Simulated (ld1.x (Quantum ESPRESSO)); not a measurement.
# Au (Z = 79), ultrasoft: configuration errors across variants

```json
{"Element": "gold", "Generator": "ld1.x (Quantum ESPRESSO) 7.5", "Type": "ultrasoft", "Functional": "BLYP", "Relativity": "scalar-relativistic", "Frozen core": "[Kr] 4d10 4f14", "Valence charge": "19", "Reference configuration": "5s2 5p6 5d9 6s0 6p0 (charge +2)", "Partial waves": "5s (bound): rcut 1.35, rcutus 1.70 bohr; 6s (bound, empty): rcut 1.35, rcutus 1.70 bohr; 5p (bound): rcut 1.40, rcutus 1.50 bohr; 6p (bound, empty): rcut 1.40, rcutus 1.50 bohr; 5d (bound): rcut 1.05, rcutus 1.40 bohr; 5d channel at 1.65 Ry: rcut 1.05, rcutus 1.40 bohr", "Local potential": "all-electron potential smoothed inside 1.25 bohr (lloc = -1)", "Core correction": "Bessel-smoothed model core, default radius (core density twice the valence density)", "Augmentation charge": "built from norm-conserving waves at rcut, not smoothed further"}
```

All-electron excitation energies from the reference (eV): (1) 5s2 5p6 5d10 6s1 6p0 -30.581; (2) 5s2 5p6 5d10 6s0 6p0 -21.113; (3) 5s2 5p6 5d8 6s0 6p0 33.756; (4) 5s2 5p6 5d10 6s0.5 6p0 -26.791; (5) 5s2 5p6 5d10 6s0 6p1 -25.346; (6) 5s2 5p6 5d9 6s2 6p0 -29.009; (7) 5s2 5p5 5d10 6s1 6p0 35.424.

The default core radius of the base comes out at 0.74 bohr.

The overlap operator is not positive definite (basis up to 400 Ry) in “base”, “core correction Bessel-smoothed model core inside 0.70 bohr”, “wave 5d channel at 1.65 Ry: rcut 1.05, rcutus 1.40 bohr becomes 5d channel at -0.88 Ry: rcut 1.05, rcutus 1.40 bohr”, “waves 5p (bound): rcut 1.28, rcutus 1.36 bohr; 6p (bound): rcut 1.28, rcutus 1.36 bohr”, “local potential all-electron potential smoothed inside 1.40 bohr (lloc = -2)”, “all radii but the core radius scaled by about 1.07 (s 1.82, p 1.60, d 1.50 bohr, rcut 1.44/1.50/1.12); local potential all-electron potential smoothed inside 1.34 bohr (lloc = -1)”. Such files are unfit for use, however small their errors in these radial tests.

Tests that are not counted but printed errors over 1 eV. “all radii but the core radius scaled by about 1.07 (s 1.82, p 1.60, d 1.50 bohr, rcut 1.44/1.50/1.12); local potential all-electron potential smoothed inside 1.34 bohr (lloc = -1)”: 5s2 5p6 5d10 6s0 6p1 (pseudo-atom not self-consistent, printed error +4.2 eV).

3 further variants failed, have other tests or another functional or relativity, and are left out.

The file “waves 5p (bound): rcut 1.28, rcutus 1.36 bohr; 6p (bound): rcut 1.28, rcutus 1.36 bohr” misses its own reference levels by 5.9 eV.

Errors AE − PS in meV (a dash: test not solved or not reliable):

| change | (1) | (2) | (3) | (4) | (5) | (6) | (7) | bound ghosts |
| --- | --- | --- | --- | --- | --- | --- | --- | --- |
| base | -1762 | +7.1 | +1.0 | -976 | -558 | -3953 | -2458 | not determined (overlap not positive) |
| core correction Bessel-smoothed model core inside 0.70 bohr | -1762 | +7.1 | +1.0 | -976 | -558 | -3953 | -2458 | not determined (overlap not positive) |
| wave 5d channel at 1.65 Ry: rcut 1.05, rcutus 1.40 bohr becomes 5d channel at -0.88 Ry: rcut 1.05, rcutus 1.40 bohr | -1762 | +7.1 | +1.0 | -976 | -558 | -3953 | -2458 | not determined (overlap not positive) |
| waves 5p (bound): rcut 1.28, rcutus 1.36 bohr; 6p (bound): rcut 1.28, rcutus 1.36 bohr | -765 | +1252 | -1862 | +142 | +647 | -4158 | -4585 | not determined (overlap not positive) |
| local potential all-electron potential smoothed inside 1.40 bohr (lloc = -2) | -2440 | +1.9 | -13 | -1375 | -556 | -5784 | -3828 | not determined (overlap not positive) |
| all radii but the core radius scaled by about 1.07 (s 1.82, p 1.60, d 1.50 bohr, rcut 1.44/1.50/1.12); local potential all-electron potential smoothed inside 1.34 bohr (lloc = -1) | -2261 | +2.3 | -11 | -1267 | – | -5216 | -3377 | not determined (overlap not positive) |

Problem. Give the same row for: waves 5d (bound): rcut 1.05, rcutus 1.74 bohr; 5d channel at 1.65 Ry: rcut 1.05, rcutus 1.74 bohr.

Solution. -1762, +7.3, +1.7, -976, -558, -3953, -2455; bound ghosts: not determined (overlap not positive). Its overlap operator is not positive definite in a basis up to 400 Ry (lowest eigenvalue s -0.04), so the file is unfit for use: the generalised eigenproblem breaks down once the basis is large enough, and its test numbers describe a broken file.
